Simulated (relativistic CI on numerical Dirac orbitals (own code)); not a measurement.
Level scheme of I XXXVI

Computed by Dirac-Coulomb-Breit CI, orbitals from a KLI potential per configuration, QED by a radiative potential, unscaled Slater integrals (own radial code, finite nucleus).

CI space (outside the closed core [Ne]): 3s2 3p6, 3s2 3p5 3d, 3s 3p6 3d, 3s2 3p5 4s, 3s2 3p5 4p, 3s2 3p5 4d, 3s 3p6 4s, 3p6 3d 4p, 3p6 3d2, 3p5 3d3, 3p5 3d2 4s, 3p5 3d2 4p, 3p5 3d2 4d, 3p6 3d 4s, 3p5 3d 4s2, 3p5 3d 4s 4p, 3p5 3d 4s 4d. Double excitations out of closed p, d and f shells are left out; levels of such configurations are missing from the list, as are those of other unlisted configurations, and high levels can miss mixing partners.

```csv
No.,Configuration,Term,J,E (10³ cm⁻¹),%,Next component (%),jj configuration (%)
1,3s2 3p6,1S,0,0.0,100,,closed (100)
2,3s2 3p5 3d,3P°,0,1231.0,100,,3p3/2^3 3d3/2 (100)
3,3s2 3p5 3d,3P°,1,1274.0,81,19 3D°,3p3/2^3 3d3/2 (88)
4,3s2 3p5 3d,3F°,3,1317.4,61,31 1F°,3p3/2^3 3d3/2 (99)
5,3s2 3p5 3d,3D°,2,1334.4,52,21 3P°,3p3/2^3 3d3/2 (95)
6,3s2 3p5 3d,3F°,4,1404.9,100,,3p3/2^3 3d5/2 (100)
7,3s2 3p5 3d,1D°,2,1430.6,48,41 3P°,3p3/2^3 3d5/2 (94)
8,3s2 3p5 3d,3D°,3,1495.7,67,31 1F°,3p3/2^3 3d5/2 (100)
9,3s2 3p5 3d,3D°,1,1623.3,59,26 1P°,3p3/2^3 3d5/2 (72)
10,3s2 3p5 3d,3F°,2,1866.1,68,26 1D°,3p1/2 3p3/2^4 3d3/2 (99)
11,3s2 3p5 3d,3D°,2,1999.4,43,37 3P°,3p1/2 3p3/2^4 3d5/2 (99)
12,3s2 3p5 3d,3F°,3,2024.4,38,37 1F°,3p1/2 3p3/2^4 3d5/2 (100)
13,3s2 3p5 3d,1P°,1,2125.2,74,22 3D°,3p1/2 3p3/2^4 3d3/2 (83)
14,3s 3p6 3d,3D,1,2940.5,100,,3s 3d3/2 (100)
15,3s 3p6 3d,3D,2,2966.1,87,13 1D,3s 3d3/2 (91)
16,3s 3p6 3d,3D,3,3066.2,100,,3s 3d5/2 (100)
17,3s 3p6 3d,1D,2,3150.2,87,13 3D,3s 3d5/2 (90)
18,3p6 3d2,3F,2,5964.8,84,15 1D,3d3/2^2 (96)
19,3p6 3d2,3F,3,6073.3,100,,3d3/2 3d5/2 (100)
20,3p6 3d2,3P,0,6079.2,85,15 1S,3d3/2^2 (92)
21,3p6 3d2,3F,4,6135.3,64,36 1G,3d3/2 3d5/2 (80)
22,3p6 3d2,3P,2,6136.7,47,40 1D,3d3/2 3d5/2 (96)
23,3p6 3d2,3P,1,6156.7,100,,3d3/2 3d5/2 (100)
24,3p6 3d2,1G,4,6241.5,64,36 3F,3d5/2^2 (80)
25,3p6 3d2,3P,2,6272.8,52,45 1D,3d5/2^2 (99)
26,3p6 3d2,1S,0,6422.4,85,15 3P,3d5/2^2 (92)
27,3p5 3d3,5F°,2,7177.4,34,21 5D°,3p3/2^3 3d3/2^3 (80)
28,3p5 3d3,5D°,1,7185.6,45,27 5F°,3p3/2^3 3d3/2^3 (74)
29,3p5 3d3,5D°,0,7207.5,84,15 3P°,3p3/2^3 3d3/2^3 (65)
30,3p5 3d3,5F°,3,7224.8,42,21 5G°,3p3/2^3 3d3/2^2 3d5/2 (53)
31,3p5 3d3,5D°,3,7269.5,34,18 3D°,3p3/2^3 3d3/2^3 (47)
32,3p5 3d3,5F°,4,7272.2,45,31 5G°,3p3/2^3 3d3/2^2 3d5/2 (77)
33,3p5 3d3,5S°,2,7278.6,47,16 5P°,3p3/2^3 3d3/2^2 3d5/2 (77)
34,3p5 3d3,3F°,2,7296.6,39,31 5D°,3p3/2^3 3d3/2^2 3d5/2 (89)
35,3p5 3d3,5D°,1,7306.2,39,33 3D°,3p3/2^3 3d3/2^2 3d5/2 (86)
36,3p5 3d3,5G°,5,7311.4,41,29 5F°,3p3/2^3 3d3/2^2 3d5/2 (67)
37,3p5 3d3,3G°,3,7326.3,41,35 3F°,3p3/2^3 3d3/2^2 3d5/2 (87)
38,3p5 3d3,5D°,4,7326.6,37,31 3F°,3p3/2^3 3d3/2^2 3d5/2 (75)
39,3p5 3d3,3H°,6,7339.1,41,40 5G°,3p3/2^3 3d3/2^2 3d5/2 (81)
40,3p5 3d3,3G°,4,7362.1,37,15 1G°,3p3/2^3 3d3/2^2 3d5/2 (77)
41,3p5 3d3,3P°,0,7364.3,58,29 1S°,3p3/2^3 3d3/2^2 3d5/2 (64)
42,3p5 3d3,3D°,3,7378.0,24,23 5D°,3p3/2^3 3d3/2^2 3d5/2 (87)
43,3p5 3d3,3D°,2,7382.8,27,22 1D°,3p3/2^3 3d3/2^2 3d5/2 (76)
44,3p5 3d3,3S°,1,7389.0,35,31 3P°,3p3/2^3 3d3/2^2 3d5/2 (82)
45,3p5 3d3,3G°,5,7403.1,39,22 5G°,3p3/2^3 3d3/2^2 3d5/2 (64)
46,3p5 3d3,3G°,4,7414.0,42,25 5D°,3p3/2^3 3d3/2^2 3d5/2 (49)
47,3p5 3d3,3F°,2,7419.0,30,28 3D°,3p3/2^3 3d3/2 3d5/2^2 (87)
48,3p5 3d3,3H°,5,7427.3,34,25 3G°,3p3/2^3 3d3/2 3d5/2^2 (60)
49,3p5 3d3,5D°,4,7428.8,30,21 1G°,3p3/2^3 3d3/2 3d5/2^2 (60)
50,3p5 3d3,5G°,6,7438.3,45,32 3I°,3p3/2^3 3d3/2 3d5/2^2 (68)
51,3p5 3d3,3D°,2,7451.6,34,28 3P°,3p3/2^3 3d3/2 3d5/2^2 (55)
52,3p5 3d3,3D°,3,7460.3,37,20 3G°,3p3/2^3 3d3/2 3d5/2^2 (82)
53,3p5 3d3,3H°,5,7479.1,40,23 1H°,3p3/2^3 3d3/2 3d5/2^2 (70)
54,3p5 3d3,3P°,1,7480.3,66,15 5D°,3p3/2^3 3d3/2 3d5/2^2 (75)
55,3p5 3d3,3D°,3,7483.0,42,17 3F°,3p3/2^3 3d3/2 3d5/2^2 (71)
56,3p5 3d3,3I°,7,7483.3,100,,3p3/2^3 3d3/2 3d5/2^2 (100)
57,3p5 3d3,3F°,2,7490.4,27,21 3P°,3p3/2^3 3d3/2^2 3d5/2 (58)
58,3p5 3d3,3F°,4,7503.5,68,14 3G°,3p3/2^3 3d3/2 3d5/2^2 (72)
59,3p5 3d3,1P°,1,7511.5,29,25 3P°,3p3/2^3 3d3/2^2 3d5/2 (61)
60,3p5 3d3,5P°,3,7514.3,38,24 3D°,3p3/2^3 3d3/2 3d5/2^2 (60)
61,3p5 3d3,3F°,2,7523.1,29,22 5G°,3p3/2^3 3d3/2^2 3d5/2 (53)
62,3p5 3d3,3F°,3,7535.7,42,25 3G°,3p3/2^3 3d3/2 3d5/2^2 (77)
63,3p5 3d3,3F°,4,7542.3,50,22 3H°,3p3/2^3 3d3/2 3d5/2^2 (85)
64,3p5 3d3,3D°,1,7543.9,72,9 5D°,3p3/2^3 3d3/2 3d5/2^2 (87)
65,3p5 3d3,3P°,0,7548.4,79,12 1S°,3p3/2^3 3d3/2 3d5/2^2 (56)
66,3p5 3d3,3H°,6,7549.6,68,24 1I°,3p3/2^3 3d3/2 3d5/2^2 (98)
67,3p5 3d3,3G°,5,7557.2,69,13 3H°,3p3/2^3 3d3/2 3d5/2^2 (87)
68,3p5 3d3,1G°,4,7570.3,35,27 3G°,3p3/2^3 3d3/2 3d5/2^2 (70)
69,3p5 3d3,3G°,3,7571.3,67,11 1F°,3p3/2^3 3d3/2^2 3d5/2 (62)
70,3p5 3d3,3H°,6,7576.1,56,15 1I°,3p3/2^3 3d5/2^3 (83)
```

Energies count from the lowest computed level; ° marks odd parity. Filled j subshells are mostly left out of the jj labels.

The mean weight of the leading LS term, summed over parents, in these 70 levels is 57 %, and that of the leading jj configuration (from the same eigenvectors) 81 %, so jj coupling describes them better and the LS labels are nominal.

At this charge energies of transitions that change n are usually good to better than 1 %, and those within a shell (Δn = 0) to a few per cent.

LS names give the leading component of a level, which can be under half, so a name can repeat, a term be missing and a line seem to break the LS rules.
